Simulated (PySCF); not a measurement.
PySCF job for ClH4MoN3, SMILES [NH2][Mo](=[NH])([Cl])=[NH], multiplicity 1, TDDFT-LC-ωPBE/def2-SVPD. Geometry: B3LYP-D3(BJ)/def2-SVP. The spin state was assumed, not searched. The structure was generated by enumeration; whether it is a known compound was not checked. The def2 effective core potentials stand for the cores of Mo; spin–orbit coupling is left out. Other conformers were not sampled.

```python
import numpy as np
from pyscf import gto, scf, dft, tdscf

mol = gto.M(
    atom='''
    Mo   -0.06344043   -0.26006016   -0.00000000
    N    -0.90521844   -0.73319365   -1.43948799
    H    -1.68412190   -1.10660814   -1.98082809
    N    -0.90521848   -0.73319364    1.43948797
    H    -1.68412195   -1.10660813    1.98082805
    Cl    0.18409686    2.05213198   -0.00000000
    N     1.63543186   -1.19079771    0.00000002
    H     2.06406532   -1.57510278    0.83918963
    H     2.06406534   -1.57510278   -0.83918957
    ''',
    basis='def2-SVPD',
    ecp={'Mo': 'def2-svp'},
    charge=0,
    spin=0,
    symmetry=True,
    max_memory=1600,
    verbose=4,
)
mf = dft.RKS(mol, xc='lc_wpbe').density_fit(auxbasis='def2-universal-jkfit')
mf.grids.level = 3
mf.conv_tol = 1e-9
mf.max_cycle = 100
mf.kernel()
mf.grids = dft.Grids(mol).set(level=1).build(with_non0tab=True)  # coarser grid for the response kernel
td = tdscf.TDDFT(mf)
td.singlet = True
td.nstates = 10
td.conv_tol = 1e-4
td.positive_eig_threshold = 1e-6
td.kernel(x0=td.get_init_guess(mf, 15))
td.analyze()
tt = tdscf.TDA(mf)
tt.singlet = False
tt.nstates = 4
tt.conv_tol = 1e-4
tt.positive_eig_threshold = 1e-6
tt.kernel(x0=tt.get_init_guess(mf, 9))
tt.analyze(verbose=3)
```

Log of the run:

```
PySCF version 2.14.0

[INPUT] verbose = 4
[INPUT] num. atoms = 9
[INPUT] num. electrons = 56
[INPUT] charge = 0
[INPUT] spin (= nelec alpha-beta = 2S) = 0
[INPUT] symmetry True subgroup None
[INPUT] Mole.unit = angstrom
[INPUT] Symbol           X                Y                Z      unit          X                Y                Z       unit  Magmom
[INPUT]  1 Mo    -0.063440430000  -0.260060160000   0.000000000000 AA   -0.119885037925  -0.491442478311   0.000000000000 Bohr   0.0
[INPUT]  2 N     -0.905218440000  -0.733193650000  -1.439487990000 AA   -1.710614934506  -1.385535194770  -2.720238060701 Bohr   0.0
[INPUT]  3 H     -1.684121900000  -1.106608140000  -1.980828090000 AA   -3.182529151382  -2.091186311814  -3.743222589945 Bohr   0.0
[INPUT]  4 N     -0.905218480000  -0.733193640000   1.439487970000 AA   -1.710615010095  -1.385535175873   2.720238022906 Bohr   0.0
[INPUT]  5 H     -1.684121950000  -1.106608130000   1.980828050000 AA   -3.182529245868  -2.091186292917   3.743222514356 Bohr   0.0
[INPUT]  6 Cl     0.184096860000   2.052131980000   0.000000000000 AA    0.347892645792   3.877967413661   0.000000000000 Bohr   0.0
[INPUT]  7 N      1.635431860000  -1.190797710000   0.000000020000 AA    3.090518310788  -2.250281541659   0.000000037795 Bohr   0.0
[INPUT]  8 H      2.064065320000  -1.575102780000   0.839189630000 AA    3.900518158013  -2.976512872241   1.585838567275 Bohr   0.0
[INPUT]  9 H      2.064065340000  -1.575102780000  -0.839189570000 AA    3.900518195807  -2.976512872241  -1.585838453892 Bohr   0.0

nuclear repulsion = 266.522105966698
point group symmetry = Cs
symmetry origin: [-1.12483699e-09  2.47464136e-09  4.49934851e-10]
symmetry axis x: [1.00000000e+00 2.25490174e-10 4.07996930e-09]
symmetry axis y: [-2.25490174e-10  1.00000000e+00  1.02672585e-10]
symmetry axis z: [-4.07996930e-09 -1.02672409e-10  1.00000000e+00]
num. orbitals of irrep A' = 92
num. orbitals of irrep A" = 61
number of shells = 63
number of NR pGTOs = 235
number of NR cGTOs = 153
basis = def2-SVPD
ecp = {'Mo': 'def2-svp'}


[settings echo left out]
init E= -686.457072150772
HOMO (A') = -0.52388568745652  LUMO (A') = -0.319893595659765  gap/eV = 5.55091
cycle= 1 E= -694.564760995709  delta_E= -8.11  |g|= 0.677  |ddm|= 4.67
HOMO (A") = -0.30066366779588  LUMO (A') = 0.0591667545067477  gap/eV = 9.79148
cycle= 2 E= -694.626002515799  delta_E= -0.0612  |g|= 0.497  |ddm|= 1.55
HOMO (A') = -0.377410402971934  LUMO (A') = 0.0222955524554099  gap/eV = 10.87655
cycle= 3 E= -694.665331224824  delta_E= -0.0393  |g|= 0.24  |ddm|= 0.564
HOMO (A') = -0.386469644276462  LUMO (A') = -0.0013637873164356  gap/eV = 10.47926
cycle= 4 E= -694.676556555942  delta_E= -0.0112  |g|= 0.0511  |ddm|= 0.286
HOMO (A') = -0.380892617416344  LUMO (A') = 0.00915871886936697  gap/eV = 10.61384
cycle= 5 E= -694.677352365608  delta_E= -0.000796  |g|= 0.0182  |ddm|= 0.101
HOMO (A') = -0.382324296911482  LUMO (A') = 0.00772526141455634  gap/eV = 10.61379
cycle= 6 E= -694.677453945942  delta_E= -0.000102  |g|= 0.00505  |ddm|= 0.0344
HOMO (A') = -0.382287588302356  LUMO (A') = 0.00754836770868242  gap/eV = 10.60798
cycle= 7 E= -694.677468863547  delta_E= -1.49e-05  |g|= 0.00265  |ddm|= 0.0171
HOMO (A') = -0.382377234752747  LUMO (A') = 0.00779693674442518  gap/eV = 10.61718
cycle= 8 E= -694.677471463734  delta_E= -2.6e-06  |g|= 0.000953  |ddm|= 0.0042
HOMO (A') = -0.38234698793342  LUMO (A') = 0.0078517057758506  gap/eV = 10.61785
cycle= 9 E= -694.677472203817  delta_E= -7.4e-07  |g|= 0.000269  |ddm|= 0.0032
HOMO (A') = -0.382360855054088  LUMO (A') = 0.00787398706267554  gap/eV = 10.61883
cycle= 10 E= -694.677472246  delta_E= -4.22e-08  |g|= 8.72e-05  |ddm|= 0.00101
HOMO (A') = -0.38236302031709  LUMO (A') = 0.00787749501986982  gap/eV = 10.61899
cycle= 11 E= -694.677472254406  delta_E= -8.41e-09  |g|= 3.76e-05  |ddm|= 0.000279
HOMO (A') = -0.382363806493941  LUMO (A') = 0.00787801335946009  gap/eV = 10.61902
cycle= 12 E= -694.677472256523  delta_E= -2.12e-09  |g|= 1.64e-05  |ddm|= 0.00017
HOMO (A') = -0.382365181324553  LUMO (A') = 0.0078780097457144  gap/eV = 10.61906
cycle= 13 E= -694.677472256975  delta_E= -4.52e-10  |g|= 1.26e-05  |ddm|= 8.64e-05
HOMO (A') = -0.382364554320879  LUMO (A') = 0.00787656461455948  gap/eV = 10.61900
Extra cycle  E= -694.677472256951  delta_E= 2.35e-11  |g|= 2.24e-05  |ddm|= 3.62e-05
converged SCF energy = -694.677472256951
tot grids = 39736
Overwritten attributes  positive_eig_threshold  of <class 'pyscf.tdscf.rks.TDDFT'>


******** <class 'pyscf.tdscf.rks.TDDFT'> for <class 'pyscf.df.df_jk.DFSymAdaptedRKS'> ********
nstates = 10 singlet
deg_eia_thresh = 1.000e-03
wfnsym = None
conv_tol = 0.0001
eigh lindep = 1e-12
eigh level_shift = 0
eigh max_cycle = 100


Excitation energies (eV)
[4.43297194 4.62139543 4.69210262 4.94683817 5.35857084 5.46706398
 5.55489654 5.64664682 5.74955125 6.07315399]

** Singlet excitation energies and oscillator strengths **
Excited State   1:  ???      4.43297 eV    279.69 nm  f=0.0065
      24 -> 29       -0.14994
      25 -> 30       -0.23637
      26 -> 29       -0.10020
      27 -> 30        0.46640
      28 -> 29        0.38326
      28 -> 31       -0.13506
Excited State   2:  ???      4.62140 eV    268.28 nm  f=0.0019
      24 -> 30        0.14643
      25 -> 29        0.15231
      27 -> 29       -0.52457
      28 -> 30       -0.39444
Excited State   3:  ???      4.69210 eV    264.24 nm  f=0.0292
      24 -> 29        0.21572
      25 -> 30       -0.17145
      27 -> 30        0.40334
      28 -> 29       -0.47935
Excited State   4:  ???      4.94684 eV    250.63 nm  f=0.0040
      22 -> 30        0.16240
      24 -> 30       -0.11028
      25 -> 31        0.12615
      26 -> 30        0.30498
      27 -> 29       -0.31527
      27 -> 31       -0.33500
      28 -> 30        0.32863
Excited State   5:  ???      5.35857 eV    231.38 nm  f=0.0004
      22 -> 29        0.15041
      24 -> 31        0.11404
      25 -> 30       -0.10516
      26 -> 29        0.46446
      28 -> 31       -0.42921
Excited State   6:  ???      5.46706 eV    226.78 nm  f=0.0013
      23 -> 29       -0.23258
      25 -> 29        0.49125
      26 -> 30        0.17140
      27 -> 29        0.20790
      27 -> 31       -0.19571
      27 -> 32        0.14514
      27 -> 33       -0.10896
      28 -> 30       -0.10597
      28 -> 34       -0.12928
Excited State   7:  ???      5.55490 eV    223.20 nm  f=0.0110
      22 -> 30       -0.19130
      23 -> 29       -0.13573
      25 -> 29        0.24402
      26 -> 30       -0.35252
      27 -> 29       -0.16782
      27 -> 31       -0.19332
      27 -> 32       -0.21412
      27 -> 33        0.18309
      27 -> 35        0.12624
      28 -> 30        0.24809
Excited State   8:  ???      5.64665 eV    219.57 nm  f=0.0580
      25 -> 30       -0.14092
      26 -> 29        0.33685
      28 -> 29        0.20956
      28 -> 31        0.45221
      28 -> 32        0.14581
      28 -> 33       -0.15441
Excited State   9:  ???      5.74955 eV    215.64 nm  f=0.0168
      24 -> 30       -0.15504
      25 -> 29       -0.16364
      25 -> 31        0.16407
      26 -> 30       -0.31720
      27 -> 31       -0.42045
      28 -> 30       -0.31016
Excited State  10:  ???      6.07315 eV    204.15 nm  f=0.0062
      23 -> 30       -0.11328
      24 -> 29        0.22421
      25 -> 30        0.28929
      26 -> 29       -0.11074
      26 -> 31       -0.12807
      28 -> 31       -0.16671
      28 -> 32        0.40154
      28 -> 33       -0.27723
      28 -> 35       -0.13262

** Transition electric dipole moments (AU) **
state          X           Y           Z        Dip. S.      Osc.
  1        -0.2002      0.1395     -0.0000      0.0596      0.0065
  2         0.0000     -0.0000     -0.1312      0.0172      0.0019
  3         0.2905     -0.4116     -0.0000      0.2538      0.0292
  4        -0.0000     -0.0000     -0.1811      0.0328      0.0040
  5         0.0220      0.0521     -0.0000      0.0032      0.0004
  6        -0.0000     -0.0000      0.0970      0.0094      0.0013
  7         0.0000      0.0000     -0.2844      0.0809      0.0110
  8        -0.5853      0.2767      0.0000      0.4192      0.0580
  9        -0.0000     -0.0000      0.3457      0.1195      0.0168
 10        -0.0417      0.1998      0.0000      0.0417      0.0062

WARN: ECP detected. Skipping calculation of transition velocity and magnetic dipole moments, which have not yet been implemented.

Overwritten attributes  positive_eig_threshold  of <class 'pyscf.tdscf.rks.TDA'>


******** <class 'pyscf.tdscf.rks.TDA'> for <class 'pyscf.df.df_jk.DFSymAdaptedRKS'> ********
nstates = 4 triplet
deg_eia_thresh = 1.000e-03
wfnsym = None
conv_tol = 0.0001
eigh lindep = 1e-12
eigh level_shift = 0
eigh max_cycle = 100


Excitation energies (eV)
[3.82648744 3.87673863 4.05033217 4.11487148]

** Triplet excitation energies and oscillator strengths **
Excited State   1:   A"      3.82649 eV    324.02 nm  f=0.0000
Excited State   2:   A'      3.87674 eV    319.82 nm  f=0.0000
Excited State   3:   A'      4.05033 eV    306.11 nm  f=0.0000
Excited State   4:   A"      4.11487 eV    301.31 nm  f=0.0000
```

The run converged.

Cost: about 6 core-minutes (a rough figure).
